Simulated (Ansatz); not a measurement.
```yaml
crystal:
  periodic: [false, false, false]
  atoms:
    - {symbol: C, position_ang: [0.065717, -2.599911, 0.307271]}
    - {symbol: O, position_ang: [0.416677, -1.234635, 0.241951]}
    - {symbol: In, position_ang: [-0.850261, 0.125777, -0.396176]}
    - {symbol: F, position_ang: [-2.543108, -0.552398, -1.065419]}
    - {symbol: O, position_ang: [-0.563900, 2.061288, -0.456700]}
    - {symbol: C, position_ang: [0.634191, 2.648578, 0.001810]}
    - {symbol: H, position_ang: [-0.501514, -2.944113, -0.565014]}
    - {symbol: H, position_ang: [0.991423, -3.181596, 0.358649]}
    - {symbol: H, position_ang: [-0.525230, -2.824301, 1.203132]}
    - {symbol: H, position_ang: [0.545571, 3.729836, -0.139564]}
    - {symbol: H, position_ang: [0.816378, 2.463438, 1.067262]}
    - {symbol: H, position_ang: [1.514055, 2.308027, -0.557192]}
basis:
  gaussian: {orbitals: STO-3G, fitting: {mean_field: cc-pVTZ-jkfit}}
hamiltonian: {xc: {name: B2GP-PLYP}}
output: {forces: true}
```

```sh
$ ansatz run in.yaml --threads 4 --pin off --events-out ev --progress --plain --max-ram 11315MiB
```

Q: How does Ansatz answer? (Estimate.)

A: The calculation gave: The input was rejected before any iteration.
```
Functional definition: B2GP-PLYP
Error: <dir> the basis set cc-pVTZ-JKFIT has no functions for In
```
